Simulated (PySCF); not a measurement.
## How methods differ on the ionisation energy of Gd³⁸⁺

Gd³⁸⁺ [Ar] 3d8 [3d3/2^4 3d5/2^4, M_J = 4] → Gd³⁹⁺ [Ar] 3d7 [3d3/2^4 3d5/2^3, M_J = 9/2], as a difference of total energies. Calculation: PySCF 2.14, in an even-tempered Gaussian basis (16 s from 7.7 bohr⁻², ratio 2.8; 12 p from 10 bohr⁻², ratio 2.8; 8 d from 10 bohr⁻², ratio 2.8; 3 f from 38 bohr⁻², ratio 3); the two-component X2C-1e Hamiltonian. Correlated levels: [Ne] frozen; the 74 highest virtual spinors dropped. "Screened" scales the spin-orbit matrix elements by Boettger's factors to mimic the two-electron term; Breit and QED terms are absent.

Task: Order these methods by the ionisation energy they give, lowest first.
A. GHF (spin-free)
B. GMP2 (screened spin-orbit)
C. GHF (screened spin-orbit)
D. GMP2 (spin-free)

Result: C (2828.0 eV), B (2829.1 eV), A (2839.1 eV), D (2840.3 eV).

Breit and QED terms and the two-electron picture change are absent.

The spin-free rows relax to the high-spin LS determinant and lack the spin-orbit shift.

The labels give the starting determinants; with spin-orbit coupling the two ends relaxed to ⟨J²⟩ = 20.00, ⟨L²⟩ = 12.84, ⟨S²⟩ = 1.83 and ⟨J²⟩ = 24.75, ⟨L²⟩ = 15.25, ⟨S²⟩ = 2.72.

For comparison: 2827 ± 4 eV (theoretical estimate listed by NIST; NIST Atomic Spectra Database, ionization energies).
